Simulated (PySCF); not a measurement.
Molecule: SMILES CCC[C@H](C)SC, C$_{6}$H$_{14}$S.

Cartesian coordinates in Å; atom numbers follow the order of the lines, from 1:
```xyz
21

C     2.5487   -1.2945    0.4658
C     1.4066   -0.8017   -0.4135
C     0.6476    0.3498    0.2405
C    -0.4729    0.8997   -0.6350
C    -1.1658    2.0966   -0.0008
S    -1.6930   -0.3909   -1.1085
C    -2.3489   -0.9286    0.4966
H     2.1740   -1.6322    1.4302
H     3.2693   -0.4980    0.6398
H     3.0647   -2.1246   -0.0103
H     1.8025   -0.4701   -1.3761
H     0.7166   -1.6240   -0.6106
H     1.3427    1.1682    0.4487
H     0.2378    0.0211    1.1991
H    -0.0664    1.1878   -1.6090
H    -2.0140    2.4083   -0.6062
H    -0.4695    2.9296    0.0778
H    -1.5202    1.8567    1.0000
H    -3.1299   -1.6474    0.2720
H    -1.5678   -1.4062    1.0800
H    -2.7710   -0.0827    1.0294
```

Frames of a GFN2-xTB Langevin trajectory at 600 K; GIAO PBE0/pcSseg-1 shieldings in PySCF, gas phase, non-relativistic; equivalent atoms averaged within each frame.

Referencing at the same level of theory: TMS for ¹³C (σ = 186.93 ppm), ¹H (σ = 31.72 ppm); ³³S (σ = 503.73 ppm) against CS2. The references are static minima.

How do the shifts (ppm) fluctuate along the trajectory?

## Answers


```tsv
time (fs)	C4	C3	C2	C5	C1	C7	S6	H19/H20/H21	H15	H12
250	53.5	45.6	31.7	22.5	20.7	16.5	-56	3.38	3.29	3.04
425	58.1	45.9	24.1	14.8	13.5	3.7	-3	1.55	3.19	2.18
625	45.5	51.9	33.7	31.3	36.5	16.2	-39	2.05	4.29	3.44
800	60.9	37.5	26.4	20.9	18.5	16.1	56	2.80	4.64	2.26
1000	60.8	47.6	36.4	23.2	27.8	13.4	66	2.60	3.51	2.97
mean of frames	55.8	45.7	30.5	22.5	23.4	13.2	5	2.48	3.78	2.78
standard deviation	6.5	5.3	5.1	5.9	8.9	5.4	55	0.70	0.64	0.54
```

5 frames give an uncertainty of the mean of about the standard deviation over 2.2 at best, since frames this close in time may not be independent; classical motion lacks zero-point vibration, and the reference would need the same averaging.
